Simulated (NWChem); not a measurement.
System meant: CH$_{4}$CdS; SMILES [S]([CdH])C

The following NWChem deck was run.

```
start job
memory heap 200 mb stack 900 mb global 1100 mb
geometry units angstroms noautoz
  Cd    -0.368874    -0.987017     0.054045
  H     -0.893073    -2.571566     0.023420
  S      0.434256     1.227633     0.105958
  C     -1.083645     2.241586    -0.005752
  H     -1.629816     2.077425    -0.945157
  H     -0.756961     3.290914     0.016793
  H     -1.760334     2.079577     0.844868
end
basis spherical
  Cd library def2-svp
  H library def2-svp
  S library def2-svp
  C library def2-svp
end
dft
  xc b3lyp
  iterations 150
  mulliken
end
task dft energy
```

End of the output:

```
             Northwest Computational Chemistry Package (NWChem) 7.3.0
             --------------------------------------------------------

 C1  symmetry detected

                             Geometry "geometry" -> ""
                             -------------------------

 Output coordinates in angstroms (scale by  1.889725989 to convert to a.u.)

  No.       Tag          Charge          X              Y              Z
 ---- ---------------- ---------- -------------- -------------- --------------
    1 Cd                  48.0000    -0.02473323    -0.86216729    -0.00006595
    2 H                    1.0000    -0.47040153    -2.47085926     0.00275051
    3 S                   16.0000     0.66902239     1.38974090     0.00003703
    4 C                    6.0000    -0.90148027     2.32682396    -0.00002071
    5 H                    1.0000    -1.50472365     2.13481933    -0.89833301
    6 H                    1.0000    -0.62656112     3.39112466     0.00183736
    7 H                    1.0000    -1.50659535     2.13214704     0.89644231

 Effective nuclear repulsion energy (a.u.)     305.1879744125

                                 NWChem DFT Module
                                 -----------------

 Summary of "ao basis" -> "ao basis" (spherical)
 ------------------------------------------------------------------------------
       Tag                 Description            Shells   Functions and Types
 ---------------- ------------------------------  ------  ---------------------
 Cd                         def2-svp                11       31   5s3p2d1f
 H                          def2-svp                 3        5   2s1p
 S                          def2-svp                 8       18   4s3p1d
 C                          def2-svp                 6       14   3s2p1d

            General Information
            -------------------
          SCF calculation type: DFT
          Wavefunction type:  closed shell.
          No. of atoms     :     7
          No. of electrons :    74
           Alpha electrons :    37
            Beta electrons :    37
          Charge           :     0
          Spin multiplicity:     1
          Use of symmetry is: off; symmetry adaption is: off
          Maximum number of iterations: 150
          AO basis - number of functions:    83
                     number of shells:    37
          Convergence on energy requested:  1.00D-06
          Convergence on density requested:  1.00D-05
          Convergence on gradient requested:  5.00D-04

              XC Information
              --------------
                         B3LYP Method XC Potential
                     Hartree-Fock (Exact) Exchange  0.200
                        Slater Exchange Functional  0.800 local
                    Becke 1988 Exchange Functional  0.720 non-local
              Lee-Yang-Parr Correlation Functional  0.810
                  VWN I RPA Correlation Functional  0.190 local

             Grid Information
             ----------------
          Grid used for XC integration:  medium
          Radial quadrature: Mura-Knowles
          Angular quadrature: Lebedev.
          Tag              B.-S. Rad. Rad. Pts. Rad. Cut. Ang. Pts.
          ---              ---------- --------- --------- ---------
          Cd                  1.55      123          11.0       590
          H                   0.35       45          13.0       434
          S                   1.00       88          11.0       590
          C                   0.70       49          12.0       434
          Grid pruning is: on
          Number of quadrature shells:   440
          Spatial weights used:  Erf1

      Superposition of Atomic Density Guess
      -------------------------------------

 Sum of atomic energies:       -1645.18905930

      Non-variational initial energy
      ------------------------------

 Total energy =   -1649.176925
 1-e energy   =   -2885.625646
 2-e energy   =     931.260746
 HOMO         =      -0.736742
 LUMO         =      -0.729564

     ---------------------------------------------
      Total Density - Mulliken Population Analysis
     ---------------------------------------------

    Atom       Charge   Shell Charges
 -----------   ------   -------------------------------------------------------
    1 Cd  48    54.94   2.00  2.01  2.02  2.55 -0.52  6.01  6.61 -0.24 10.02 10.46 14.00
    2 H    1     1.71   1.60  0.19 -0.08
    3 S   16    13.30   2.00  1.99  1.02  0.89  5.92  0.78  0.72 -0.01
    4 C    6     3.29   1.99  0.83  0.27  0.21 -0.00  0.00
    5 H    1     0.27   0.20  0.06  0.01
    6 H    1     0.22   0.12  0.09  0.01
    7 H    1     0.27   0.20  0.06  0.01

[...]
```

Find the fault in this run and fix the input.

The run ends normally but its numbers are meaningless: the def2 basis of a heavy element holds valence functions alone and wants its effective core potential (without it all electrons must fit into that basis). This input runs:
```
start job
memory heap 200 mb stack 900 mb global 1100 mb
geometry units angstroms noautoz
  Cd    -0.368874    -0.987017     0.054045
  H     -0.893073    -2.571566     0.023420
  S      0.434256     1.227633     0.105958
  C     -1.083645     2.241586    -0.005752
  H     -1.629816     2.077425    -0.945157
  H     -0.756961     3.290914     0.016793
  H     -1.760334     2.079577     0.844868
end
basis spherical
  * library def2-svp
end
ecp
  Cd library def2-ecp
end
dft
  xc b3lyp
  iterations 150
  mulliken
end
task dft energy
```
It converges to -606.35616 Ha (B3LYP/def2-SVP with def2 effective core potentials on Cd). The faulty run gave -1752.651 Ha, with all electrons squeezed into the valence basis.
